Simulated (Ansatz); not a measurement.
This geometry of AlClH3NO (7 atoms, charge 0, multiplicity 1) is a first-order saddle point.

Method: Ansatz 0.2.0, RKS PBE-D4/def2-SVP.

```xyz
7
Properties=species:S:1:pos:R:3
N -0.598 1.135 0.066
Al -0.039 -0.524 -0.198
O 1.609 -0.974 -0.118
Cl -1.489 -1.968 -0.725
H 0.013 1.932 0.250
H -1.572 1.434 -0.003
H 2.137 -1.102 0.682
```

Problem. Which two structures does it join? (They come from a converged band through this point; their orientation in space is the band's.)

Solution. No bond is made or broken. The height of N1 over the plane of its neighbours goes from 0.00 to 0.00 Å.

First end point:

```xyz
7
Properties=species:S:1:pos:R:3
N -0.558 1.105 0.069
Al -0.083 -0.587 -0.164
O 1.466 -1.234 0.165
Cl -1.517 -1.941 -0.907
H 0.034 1.860 0.419
H -1.495 1.457 -0.137
H 2.215 -0.727 0.510
```

Last end point:

```xyz
7
Properties=species:S:1:pos:R:3
N -0.649 1.199 0.062
Al 0.001 -0.436 -0.104
O 1.632 -0.722 0.331
Cl -1.247 -1.983 -0.833
H -0.116 2.000 0.405
H -1.605 1.472 -0.170
H 2.044 -1.597 0.262
```

Problem. How far does it lie above each of them?

Solution. 0.9 kcal/mol above the first and 2.6 kcal/mol above the second. This is the barrier of this one path; another mechanism may lie lower.

Run time: 4 min on 1 thread of Arm Neoverse V1, on a shared host, peak memory 0.14 GiB.
